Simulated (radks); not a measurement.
Problem. Bi24+, 59 electrons, occupied as [Kr] 4d10 4f13 (the NIST ground configuration). Method: Dirac Kohn-Sham, PBE, spin-unpolarised, spherical densities, point nucleus; open shells are shared between the two j in proportion to 2j + 1; computed with a radial shooting solver on a logarithmic mesh with Libxc functionals.

Spin-orbit splittings of the eigenvalues, e(l+1/2) - e(l-1/2), with zeta = 2 splitting/(2l+1) and mean radii in bohr:

| shell | occ. | splitting (eV) | zeta (eV) | <r> j=l-1/2 | <r> j=l+1/2 |
|---|---|---|---|---|---|
| 2p | 6 | ? | ? | 0.05386 | 0.06290 |
| 3p | 6 | 521.3 | 347.5 | 0.1613 | 0.1777 |
| 3d | 10 | 110.7 | 44.28 | 0.1542 | 0.1591 |
| 4p | 6 | 132.0 | 87.98 | 0.3733 | 0.4058 |
| 4d | 10 | 25.22 | 10.09 | 0.4056 | 0.4154 |
| 4f | 13 | 6.193 | 1.769 | 0.4091 | 0.4138 |

Estimate the 2p splitting.

Solution. 2322 eV (zeta = 1548 eV).
